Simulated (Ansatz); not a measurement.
Li₃Sn₂, 5 atoms. Hardware: 2 threads of Arm Neoverse V2 on a shared host.

In the def2 sets Sn takes a core potential; there is no spin–orbit coupling. Correlated methods freeze 8 core orbitals; core or outer-core shells of Li, Sn are correlated, in sets that lack core-valence functions.

(1) How many basis functions does each of these Ansatz runs have, and roughly what does it cost? PBE0-D4/def2-SVP, charge -1 singlet at the geometry of the charge 0 doublet, energy with a search over starts; r2SCAN-D4/def2-TZVPD, charge 0 doublet, energy, from earlier orbitals; PBE0-D4/def2-SVP, charge 0 doublet, energy, from earlier orbitals; r2SCAN-D4/def2-TZVPD, charge -1 singlet at the geometry of the charge 0 doublet, energy, from earlier orbitals; PBE-D4/def2-TZVPD, charge -1 singlet at the geometry of the charge 0 doublet, energy, from earlier orbitals; RPA@PBE/def2-TZVP, charge 0 quartet, energy, from earlier orbitals; B2PLYP/def2-TZVP, charge 0 doublet, energy, from earlier orbitals; PBE with 10 % exact exchange/def2-TZVP, charge 0 quartet, energy, from earlier orbitals; PBE-D4/def2-TZVP, charge 1 triplet at the geometry of the charge 0 doublet, energy, from earlier orbitals; PBE0-D4/def2-SVP, charge 1 singlet at the geometry of the charge 0 doublet, energy with a search over starts; BLYP-D4/def2-TZVP, charge 0 quartet, energy, from earlier orbitals; PBE with 15 % exact exchange/def2-TZVP, charge 0 quartet, energy, from earlier orbitals.

Answers

(1) Other jobs shared the machine, so times can vary by a factor of up to 3. A dash marks memory too small to be measured apart from the calling script's.

```csv
run,functions,fitting or Cholesky vectors,wall time,peak host memory (GiB)
"PBE0-D4/def2-SVP, charge 1 singlet at the geometry of the charge 0 doublet, energy with a search over starts",79,1071,2.3 s,–
"PBE-D4/def2-TZVPD, charge -1 singlet at the geometry of the charge 0 doublet, energy, from earlier orbitals",163,1303,3.6 s,–
"PBE0-D4/def2-SVP, charge -1 singlet at the geometry of the charge 0 doublet, energy with a search over starts",79,1071,4.5 s,–
"PBE0-D4/def2-SVP, charge 0 doublet, energy, from earlier orbitals",79,1071,4.6 s,–
"BLYP-D4/def2-TZVP, charge 0 quartet, energy, from earlier orbitals",142,1163,5.5 s,–
"PBE with 10 % exact exchange/def2-TZVP, charge 0 quartet, energy, from earlier orbitals",142,1193,5.5 s,–
"PBE with 15 % exact exchange/def2-TZVP, charge 0 quartet, energy, from earlier orbitals",142,1251,6 s,–
"r2SCAN-D4/def2-TZVPD, charge -1 singlet at the geometry of the charge 0 doublet, energy, from earlier orbitals",163,1303,7 s,–
"PBE-D4/def2-TZVP, charge 1 triplet at the geometry of the charge 0 doublet, energy, from earlier orbitals",142,1163,7.5 s,–
"RPA@PBE/def2-TZVP, charge 0 quartet, energy, from earlier orbitals",142,1420,9.5 s,–
"B2PLYP/def2-TZVP, charge 0 doublet, energy, from earlier orbitals",142,1420,11 s,–
"r2SCAN-D4/def2-TZVPD, charge 0 doublet, energy, from earlier orbitals",163,1303,32 s,–
```
